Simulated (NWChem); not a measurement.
System: MgSiH3OCl; SMILES [SiH3][O][Mg][Cl]

NWChem input:

```
start job
memory heap 200 mb stack 900 mb global 1100 mb
geometry units angstroms noautoz
  Mg     0.107412    -0.846446    -0.001066
  Cl     0.350578    -3.035887     0.000273
  O     -0.091055     0.942258    -0.002159
  Si    -0.272726     2.587012    -0.003194
  H     -1.070245     3.044925    -1.200467
  H      1.066881     3.281749    -0.047971
  H     -0.993933     3.054875     1.237846
end
basis spherical
  Mg library 6-311++g**
  Cl library 6-311++g**
  O library 6-311++g**
  Si library 6-311++g**
  H library 6-311++g**
end
dft
  xc hfexch
  iterations 150
  mulliken
end
task dft energy
```

Output (shortened):

```
             Northwest Computational Chemistry Package (NWChem) 7.3.0
             --------------------------------------------------------

 C3  symmetry detected

                             Geometry "geometry" -> ""
                             -------------------------

 Output coordinates in angstroms (scale by  1.889725989 to convert to a.u.)

  No.       Tag          Charge          X              Y              Z
 ---- ---------------- ---------- -------------- -------------- --------------
    1 Mg                  12.0000     0.00000000    -0.00000000    -0.69081340
    2 Cl                  17.0000     0.00000000     0.00000000    -2.89371675
    3 O                    8.0000     0.00000000    -0.00000000     1.10886777
    4 Si                  14.0000     0.00000000     0.00000000     2.76362476
    5 H                    1.0000    -1.29219299    -0.56043819     3.30708556
    6 H                    1.0000     0.16074278     1.39929105     3.30708556
    7 H                    1.0000     1.13145021    -0.83885286     3.30708556

 Effective nuclear repulsion energy (a.u.)     208.0025766510

      Symmetry information
      --------------------

 Group name             C3
 Group number              5
 Group order               3
 No. of unique centers     5

  xc_inp: hfexch multiplicative factor not found.

                                 NWChem DFT Module
                                 -----------------

 Summary of "ao basis" -> "ao basis" (spherical)
 ------------------------------------------------------------------------------
       Tag                 Description            Shells   Functions and Types
 ---------------- ------------------------------  ------  ---------------------
 Mg                        6-311++g**               14       30   7s6p1d
 Cl                        6-311++g**               14       30   7s6p1d
 O                         6-311++g**               10       22   5s4p1d
 Si                        6-311++g**               14       30   7s6p1d
 H                         6-311++g**                5        7   4s1p

      Symmetry analysis of basis
      --------------------------

        a          59
        e+         37
        e-         37

  Rotation of axis

            General Information
            -------------------
          SCF calculation type: DFT
          Wavefunction type:  closed shell.
          No. of atoms     :     7
          No. of electrons :    54
           Alpha electrons :    27
            Beta electrons :    27
          Charge           :     0
          Spin multiplicity:     1
          Use of symmetry is: on ; symmetry adaption is: on
          Maximum number of iterations: 150
          AO basis - number of functions:   133
                     number of shells:    67
          Convergence on energy requested:  1.00D-06
          Convergence on density requested:  1.00D-05
          Convergence on gradient requested:  5.00D-04

              XC Information
              --------------
                     Hartree-Fock (Exact) Exchange  1.000

      Superposition of Atomic Density Guess
      -------------------------------------

 Sum of atomic energies:       -1024.19866408

      Non-variational initial energy
      ------------------------------

 Total energy =   -1024.776809
 1-e energy   =   -1833.709144
 2-e energy   =     600.929758
 HOMO         =      -0.393088
 LUMO         =      -0.106936

      Symmetry analysis of molecular orbitals - initial
      -------------------------------------------------

  Numbering of irreducible representations:

     1 a           2 e+          3 e-

  Orbital symmetries:

     1 a           2 a           3 a           4 a           5 a
     6 a           7 e+          8 e+          9 a          10 a
    11 e+         12 e+         13 a          14 a          15 e+
    16 e+         17 a          18 a          19 a          20 a
    21 e+         22 e+         23 a          24 e+         25 e+
    26 e+         27 e+         28 a          29 e+         30 e+
    31 a          32 a          33 a          34 a          35 e+
    36 e+         37 e+

     ---------------------------------------------
      Total Density - Mulliken Population Analysis
     ---------------------------------------------

    Atom       Charge   Shell Charges
 -----------   ------   -------------------------------------------------------
    1 Mg  12    10.95   0.78  1.20  1.05  0.94  0.51  0.22  2.32  3.61  0.17 -0.06  0.12 -0.02 -0.00  0.11
    2 Cl  17    17.51   0.78  1.19  0.91  1.08  0.99  1.07  7.42 -1.50  1.07  3.22  1.55 -0.12 -0.13  0.00
    3 O    8     8.96   1.08  0.91  1.07  1.03  2.38  0.86  1.95 -0.22 -0.11  0.00
    4 Si  14    13.22   0.79  1.18  0.97  1.02  0.77  0.52  1.95  3.95  0.52  1.12  0.25  0.01  0.02  0.16
    5 H    1     1.12   0.23  0.58  0.30  0.00  0.01
    6 H    1     1.12   0.23  0.58  0.30  0.00  0.01
    7 H    1     1.12   0.23  0.58  0.30  0.00  0.01

   convergence    iter        energy       DeltaE   RMS-Dens  Diis-err
 ---------------- ----- ----------------- --------- --------- ---------
 d= 0,ls=0.0,diis     1  -1024.7585527910 -1.23D+03  5.95D-03  8.60D-01
 d= 0,ls=0.0,diis     2  -1024.8180648345 -5.95D-02  2.11D-03  5.00D-01
 d= 0,ls=0.0,diis     3  -1024.8622936888 -4.42D-02  7.40D-04  4.74D-03
 d= 0,ls=0.0,diis     4  -1024.8633729278 -1.08D-03  1.94D-04  4.64D-04
 d= 0,ls=0.0,diis     5  -1024.8634699031 -9.70D-05  7.68D-05  2.67D-05
  Resetting Diis
 d= 0,ls=0.0,diis     6  -1024.8634812314 -1.13D-05  2.31D-05  2.33D-06
 d= 0,ls=0.0,diis     7  -1024.8634821260 -8.95D-07  3.77D-06  1.40D-07

         Total DFT energy =    -1024.863482126032
      One electron energy =    -1837.213331856635
           Coulomb energy =      677.832173315235
    Exchange-Corr. energy =      -73.484900235645
 Nuclear repulsion energy =      208.002576651013

 Numeric. integr. density =        0.000000000000

                  Occupations of the irreducible representations
                  ----------------------------------------------

                     irrep           alpha         beta
                     --------     --------     --------
                     a                15.0         15.0
                     e+               12.0         12.0
                     e-                0.0          0.0

                       DFT Final Molecular Orbital Analysis
                       ------------------------------------

 Vector   25  Occ=2.000000D+00  E=-4.463023D-01  Symmetry=e+
              MO Center= -1.4D-03,  5.0D-03, -2.8D+00, r^2= 1.7D+00
   Bfn.  Coefficient  Atom+Function         Bfn.  Coefficient  Atom+Function
  ----- ------------  ---------------      ----- ------------  ---------------
    47      0.534424  2 Cl py                50      0.352785  2 Cl py
    38     -0.305690  2 Cl py                44      0.217673  2 Cl py
    46      0.168327  2 Cl px                49      0.111116  2 Cl px
    37     -0.096283  2 Cl px                41     -0.073097  2 Cl py
    43      0.068560  2 Cl px                27     -0.054958  1 Mg d -1

 Vector   26  Occ=2.000000D+00  E=-4.339299D-01  Symmetry=e+
              MO Center=  2.2D-01, -2.7D-01,  2.4D+00, r^2= 3.2D+00
   Bfn.  Coefficient  Atom+Function         Bfn.  Coefficient  Atom+Function
  ----- ------------  ---------------      ----- ------------  ---------------
   128     -0.259858  7 H  s                 71      0.255234  3 O  px
    67      0.220097  3 O  px               129     -0.218454  7 H  s
    98     -0.165182  4 Si px               114      0.157991  5 H  s
    63      0.144850  3 O  px                72     -0.144082  3 O  py
   115      0.132818  5 H  s                127     -0.131116  7 H  s

 Vector   27  Occ=2.000000D+00  E=-4.339299D-01  Symmetry=e+
              MO Center= -2.2D-01,  2.7D-01,  2.4D+00, r^2= 3.2D+00
   Bfn.  Coefficient  Atom+Function         Bfn.  Coefficient  Atom+Function
  ----- ------------  ---------------      ----- ------------  ---------------
    72      0.255234  3 O  py               121     -0.241246  6 H  s
    68      0.220097  3 O  py               114      0.208842  5 H  s
   122     -0.202807  6 H  s                115      0.175566  5 H  s
    99     -0.165182  4 Si py                64      0.144850  3 O  py
    71      0.144082  3 O  px                67      0.124247  3 O  px

 Vector   28  Occ=0.000000D+00  E= 4.825852D-03  Symmetry=a
              MO Center= -6.7D-14, -2.0D-13, -7.8D-01, r^2= 1.5D+01
   Bfn.  Coefficient  Atom+Function         Bfn.  Coefficient  Atom+Function
  ----- ------------  ---------------      ----- ------------  ---------------
    22      1.363511  1 Mg s                104     -0.443309  4 Si s
    52     -0.250472  2 Cl s                 77     -0.248340  3 O  pz
    88      0.239081  4 Si s                 18     -0.230757  1 Mg pz
   107      0.166063  4 Si pz                21      0.163013  1 Mg pz
   103     -0.140403  4 Si pz                51     -0.136239  2 Cl pz

 Vector   29  Occ=0.000000D+00  E= 2.573501D-02  Symmetry=e+
              MO Center=  1.8D-02, -2.1D-03, -8.2D-01, r^2= 2.9D+01
   Bfn.  Coefficient  Atom+Function         Bfn.  Coefficient  Atom+Function
  ----- ------------  ---------------      ----- ------------  ---------------
    24      1.026288  1 Mg py                23     -0.816001  1 Mg px
    20     -0.214350  1 Mg py               106     -0.187687  4 Si py
    19      0.170429  1 Mg px                17      0.162158  1 Mg py
   105      0.149229  4 Si px                54     -0.132232  2 Cl py
    16     -0.128931  1 Mg px                53      0.105138  2 Cl px

[...]
```

Level: Hartree-Fock/6-311++G** (spherical d). Geometry: optimised at PBE-D3(BJ)/def2-SVP.
